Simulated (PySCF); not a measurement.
**How methods differ on the excitation energy of F**

F [He] 2s2 2p5 (2P) → F [He] 2s1 2p6 (2S), as a difference of total energies. All numbers are calculated (PySCF 2.14, scalar relativity by spin-free X2C-1e, in x2c-QZVPPall with one added diffuse shell each of s, p, d, f type (8s5p4d3f1g, 73 functions)). Correlated levels: valence: 1s2 frozen; valence and next inner shell: nothing frozen. The calculations carry no spin-orbit coupling.

```
                                method  excitation energy (eV)
                                   UHF                  23.953
                                   LDA                  18.329
                                   PBE                  18.987
                                  PBE0                  20.244
                                r2SCAN                  20.709
                               r2SCANh                  20.985
                                 M06-L                  20.844
                               r2SCAN0                  21.399
                                 HSE06                  20.197
                         MP2 (valence)                  21.938
                     SCS-MP2 (valence)                  21.826
    MP2 (valence and next inner shell)                  21.870
SCS-MP2 (valence and next inner shell)                  21.780
```

Question: How much does correlation contribute at MP2 (valence and next inner shell)?

Answer: 21.870 − (23.953) = -2.083 eV, measured against UHF.

A first-order spin-orbit estimate (lowest level to lowest level, LS coupling) adds 0.018 eV.

The upper state lies above the first ionisation limit, where it may autoionise and the basis confines it.
